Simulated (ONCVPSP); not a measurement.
# Before and after: ONCV potential for S (Z = 16)

```
Element                 : S
Generator               : ONCVPSP 4.0.1
Type                    : optimised norm-conserving Vanderbilt (ONCV)
Functional              : BLYP
Relativity              : scalar-relativistic
Frozen core             : [Ne]
Valence charge          : 6
Reference configuration : 3s2 3p2 (charge +2)
Partial waves           : 3s: rc 1.45 bohr, ncon 4, nbas 8, qcut 5.6 1/bohr, 3 projectors, debl 3 Ha; 3p: rc 1.40 bohr, ncon 3, nbas 8, qcut 5 1/bohr, 2 projectors, debl 2.8 Ha; d scattering state at 0.1 Ha: rc 1.25 bohr, ncon 4, nbas 8, qcut 7.1 1/bohr, 3 projectors, debl 2 Ha
Local potential         : polynomial inside 1.15 bohr (lpopt 5, dvloc0 -1 Ha)
Core correction         : Teter function, fcfact 5.25, rcfact 1.2
```

Change: s: rc 2.1.

Cutoffs: the cutoffs (Ha) at which the residual kinetic energy of the hardest occupied pseudo-wave falls to 1 and 0.1 mHa per electron; they do not see the model core or the augmentation charge, which bear on the density cutoff. Errors are all-electron minus pseudo energies relative to the spin-unpolarised reference configuration.

**Question.** How do hardness, ghosts and transferability respond?

**Answer.** The potential gets softer (13 Ha and 26 Ha → 10 Ha and 26 Ha); both files keep a bound ghost (d); of the 4 tests that both files solve, the error grows in 4 and shrinks in 0 by more than 15 % and 0.3 meV (median size 17.9 → 30.1 meV). A larger radius leaves more room for a smooth pseudo-wave, so fewer plane waves are needed. More of the atom is replaced by a form fitted at one configuration, so other configurations suffer.

| quantity | base | changed |
| --- | --- | --- |
| cutoff, loose | 13 Ha | 10 Ha |
| cutoff, tight | 26 Ha | 26 Ha |
| loose cutoff by channel | s 13 Ha, p 7.2 Ha | s 10 Ha, p 7.2 Ha |
| bound ghosts | d | d |
| GHOST(+) flags under 300 eV | s at 237.5 eV | s at 241.1 eV |
| error for 3s2 3p4, meV [ΔE -33.76 eV] | +21 | +33 |
| error for 3s2 3p3, meV [ΔE -22.14 eV] | +9.1 | +14 |
| error for 3s2 3p1, meV [ΔE 33.93 eV] | +19 | +29 |
| error for 3s0 3p6, meV [ΔE -13.00 eV] | +16 | +32 |
| p: phases at 1.42 bohr within 0.05 rad from the reference energy up to (Ha; the scan ends near 5) | to the end of the scan | to the end of the scan |
| d: phases at 1.27 bohr within 0.05 rad from the reference energy up to (Ha; the scan ends near 5) | to the end of the scan | to the end of the scan |
| rms error of d²Exc/dni dnj with the model core, mHa | 3.07 | 2.28 |

 A true bound ghost makes a file unfit for plane-wave use even where its test errors are small: the radial tests pick states by their node count and pass the ghost by.
